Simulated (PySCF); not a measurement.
C8H7 (doublet state).
Structure used (GFN2-xTB), in Å, numbered top down from 1:
```xyz
15
C8H7 angstrom
C      4.3907   -0.2775    0.0750
C      3.1145   -0.3276    0.3051
C      1.8420   -0.3640    0.5409
C      0.6197   -0.4042    0.7689
C     -0.7247   -0.4527    1.0510
C     -1.6925   -0.2528    0.1460
C     -3.1204   -0.1816   -0.1467
C     -2.0786    0.0429   -1.2300
H      4.9553    0.6410    0.1674
H      4.9563   -1.1506   -0.2217
H     -0.9964   -0.6697    2.0804
H     -3.6880    0.6694    0.2082
H     -3.6984   -1.0970   -0.1689
H     -1.9472   -0.7194   -1.9870
H     -1.9367    1.0463   -1.6103
```

The hyperfine couplings belong to this conformer and change with its torsions.

Identity: `C=[C]C#CC=C1CC1` [radical].

Level of theory: PySCF, UKS B3LYP, pcH-1 on C H, non-relativistic, mean-field spin-orbit, GIAO. Isolated species at its GFN2-xTB geometry, gas phase. The geometry wasn't refined by DFT: couplings that depend on bond lengths, twists or pyramidal angles can differ widely from those at the functional's own minimum. The SCF solution wasn't tested for stability. ⟨S²⟩ is 0.791 where a pure state has 0.75.

The largest Mulliken spin populations are on C2 (+0.55), C4 (+0.50), C6 (+0.41) and C3 (-0.23). Three atoms exceed +0.15.

(1) How do the β-proton couplings of this frozen conformer go with θ, the angle between the C–H bond and the normal to the plane of the spin centre's three neighbours, both seen down the bond from centre to carbon?

## Answers

(1) 
| β H | on | centre | θ (°) | cos²θ | a (G) |
| --- | --- | --- | --- | --- | --- |
| H12 | C7 | C6 | 17 | 0.91 | +14.15 |
| H13 | C7 | C6 | 17 | 0.91 | +14.15 |
| H14 | C8 | C6 | 18 | 0.91 | +12.81 |
| H15 | C8 | C6 | 18 | 0.91 | +12.81 |

Couplings in gauss use g_iso = 2.0022.

The run took 55 s of wall time (with the writing of density and orbital grids) on one thread, Arm Neoverse V2 (aarch64), no GPU, on a shared host, and the process peaked at 1.1 GiB of memory.
